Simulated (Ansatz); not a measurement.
`FB[Si](F)(F)F` + H₂Se → `F[Si](F)(F)[SeH]` + `BF` at 400 K and 1 bar (cleavage of the Si–B bond).

Isolated molecules relaxed with PBE0-D4/def2-TZVP in Ansatz; ΔE leaves out vibrations. CBS: MP2 limit from def2 TZ/QZ plus the TZ coupled-cluster correction, frozen cores. This one scheme is used for every species. For Se outer-core shells are correlated without core-valence functions, which leaves a few kJ/mol of doubt a bond. Scalar relativity is left out up to krypton. One conformer a species, not always the lowest.

| species | CCSD(T)/CBS energy (Eh) | H − E (kJ/mol) | S (J/(mol·K)) |
| --- | --- | --- | --- |
| `FB[Si](F)(F)F` | -713.89052 | 97.0 | 388.3 |
| H₂Se | -2401.89790 | 49.4 | 229.5 |
| `F[Si](F)(F)[SeH]` | -2990.00244 | 76.2 | 374.4 |
| `BF` | -125.82039 | 73.4 | 234.2 |

H − E and S are ideal-gas, rigid-rotor, harmonic terms from PBE0-D4/def2-TZVP, for one conformer and one mirror image of each species. 1 Eh = 2625.50 kJ/mol, R = 8.31446 J/(mol·K).

Task: By hand: ΔE, ΔH, ΔS and ΔG.

Result: ΔE = (-2990.00244) + (-125.82039) − (-713.89052) − (-2401.89790) = -0.03441 Eh = -90.3 kJ/mol. Δ(H − E) = 76.2 + 73.4 − 97.0 − 49.4 = 3.2, so ΔH = -87.1 kJ/mol. ΔS = 374.4 + 234.2 − 388.3 − 229.5 = -9.2 J/(mol·K). ΔG = -87.1 − 400 × (-9.2)/1000 = -83.4 kJ/mol.

Task: By hand: the equilibrium constant, and the temperature at which ΔG would vanish if ΔH and ΔS stayed fixed.

Result: log₁₀ K = −ΔG/(RT ln 10) = 10.9. ΔG = 0 at ΔH/ΔS = 9467 K, far beyond where these terms or the molecules hold.

The number of gas molecules stays the same, so ΔS is small and ΔH decides. A doubt of 5 kJ/mol in ΔE shifts log₁₀ K by 0.7 here. Other conformers and mirror images would add mixing entropy, several J/(mol·K) or more a flexible species. Modes under 60 cm⁻¹, often nearly free rotors, make the harmonic entropy too high. These are equilibria of isolated gas molecules and say nothing of rates. Largest T1 diagnostic: 0.013 (customary marks: 0.02 for closed shells, 0.045 for open ones).
